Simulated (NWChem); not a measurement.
System: C2H5FOSi; SMILES O=C[SiH2]CF

Here is an NWChem input.

```
start job
memory heap 200 mb stack 900 mb global 1100 mb
geometry units angstroms noautosym nocenter noautoz
  O     -0.503092    -2.465890    -0.242198
  C     -0.597448    -1.347085     0.196235
  Si     0.856132    -0.072569     0.169004
  C      0.169743     1.560355    -0.530424
  F     -0.917637     1.930863     0.239698
  H     -1.569477    -0.997041     0.646855
  H      1.299075     0.158464     1.576851
  H      1.978558    -0.586432    -0.666351
  H     -0.154597     1.445288    -1.580129
  H      0.923096     2.367639    -0.507937
end
basis spherical
  * library def2-svp
end
dft
  xc pbe0
  iterations 150
end
cosmo
  do_cosmo_smd true
  solvent dcm
end
task dft energy
```

Structure relaxed at the PBE0/def2-SVP level. Solvent: dichloromethane.

Level: PBE0/def2-SVP with SMD (1 M gas to 1 M solution), gas-phase geometry. Reactions with the solvent are ignored.

Problem. What results follow from this input? (PBE0/def2-SVP, SMD on the gas-phase geometry.) Quantities: solvation free energy (kcal/mol); cavity-dispersion-structure term (kcal/mol); dipole in solution (D).

Solution. solvation free energy (kcal/mol): -3.9
cavity-dispersion-structure term (kcal/mol): 0.7
dipole in solution (D): 2.70
